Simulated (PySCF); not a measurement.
## Ionisation energy of W⁷²⁺ by level of theory

W⁷²⁺ 1s2 (1S) → W⁷³⁺ 1s1 (2S), as a difference of total energies. Computed with PySCF 2.14 in an even-tempered Gaussian basis (17 s from 220 bohr⁻², ratio 2; 7 p from 330 bohr⁻², ratio 2.2; 4 d from 980 bohr⁻², ratio 2.2; 3 f from 1500 bohr⁻², ratio 2.2; 3 g from 2200 bohr⁻², ratio 2.2; 2 h from 3300 bohr⁻², ratio 2.2), with the non-relativistic Hamiltonian (point nucleus). Correlated levels: nothing frozen; virtual orbitals above 40 to 60 times the deepest correlated orbital energy dropped. The calculations carry no spin-orbit coupling.

```tsv
method	ionisation energy (eV)	difference from reference (eV)
UHF	73249.2	-5932.7
MP2 (all electrons)	73250.5	-5931.4
SCS-MP2 (all electrons)	73250.7	-5931.2
CCSD (all electrons)	73250.5	-5931.4
```

Reference: 79181.94 ± 0.19 eV (theoretical estimate listed by NIST; NIST Atomic Spectra Database, ionization energies).

The gap to the reference is mostly relativistic.

With two correlated electrons CCSD is exact in that space.
